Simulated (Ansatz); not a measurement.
```yaml
crystal:
  periodic: [false, false, false]
  atoms:
    - {symbol: C, position_ang: [-1.212128, 0.182041, -2.397785]}
    - {symbol: C, position_ang: [-0.944983, 0.686597, -0.647637]}
    - {symbol: Si, position_ang: [0.577730, -0.070332, 0.243537]}
    - {symbol: N, position_ang: [0.817599, -1.865861, 0.111546]}
    - {symbol: Si, position_ang: [0.618756, 0.716522, 2.853303]}
    - {symbol: H, position_ang: [-2.172021, 0.739242, -3.035418]}
    - {symbol: H, position_ang: [-1.317114, -1.104939, -2.551155]}
    - {symbol: H, position_ang: [-0.181703, 0.507645, -3.012560]}
    - {symbol: H, position_ang: [-1.006481, 1.950747, -0.698688]}
    - {symbol: H, position_ang: [-1.955232, 0.358863, -0.222558]}
    - {symbol: H, position_ang: [1.977199, 0.636245, -0.428892]}
    - {symbol: H, position_ang: [1.224590, -2.326646, 0.920414]}
    - {symbol: H, position_ang: [0.749604, -2.649184, -0.798262]}
    - {symbol: H, position_ang: [-0.917405, 0.225794, 3.420401]}
    - {symbol: H, position_ang: [1.754243, 0.000256, 3.635408]}
    - {symbol: H, position_ang: [0.823077, 2.306924, 2.902823]}
basis:
  gaussian: {orbitals: cc-pVTZ-DK}
hamiltonian: {xc: {name: PBEsol}, dispersion: d3bjatm}
accuracy: high
relax: {f_tol: 0.001, max_steps: 1}
```

```sh
$ ansatz run in.yaml --threads 2 --pin off --events-out ev --progress --plain --max-ram 32768MiB --backend cuda --devices 0, --max-vram 18GiB
```

Shortened log:

```
Functional definition: PBEsol
6219 factors; integrals over basis functions are off by at most 2.2e-9 eV
mean field evaluation 1: about -19457.7113 eV, gradient 8.4e1 eV
mean field evaluation 2: about -19360.0958 eV, gradient 1.7e2 eV
mean field evaluation 4: about -19472.3877 eV, gradient 1.6e1 eV
mean field evaluation 8: about -19473.1059 eV, gradient 3.9e-1 eV
mean field evaluation 16: about -19473.1043 eV, gradient 1.5e-4 eV
mean field -19473.10430478 eV, -715.6233838566 hartree, gradient 2.0e-8 eV, S^2 0.000000; 0 other end points of the search recorded, 0 dependent functions left out
reference -19473.10431029 eV, -715.6233840590 hartree; 29, 29 occupied and 283, 283 virtual orbitals, 6219 factors
relax step   1: F+E_penalty+E_count = -19473.27172119 eV  Δ(F+E_penalty+E_count) = +0.000e0 eV  max|allowed force component| = 3.675e0 eV/Å  Δτ_max = 0.0000 Å  (35 SCF iters, accepted)
Error: geometry relaxation did not converge after 1 steps: max|allowed force component| = 3.68e0 eV/Å (threshold 1.0e-3). Raise `relax.max_steps` over both its present limit and 1, loosen `relax.f_tol`, or start from a geometry closer to equilibrium. Where this run's directory can be resumed (`checkpoint.write`), a resume goes on for up to `relax.max_steps` more
```

**Question.** Something in this input is off. What?

**Answer.** The relaxation is allowed too few steps for its threshold. The run did not converge.
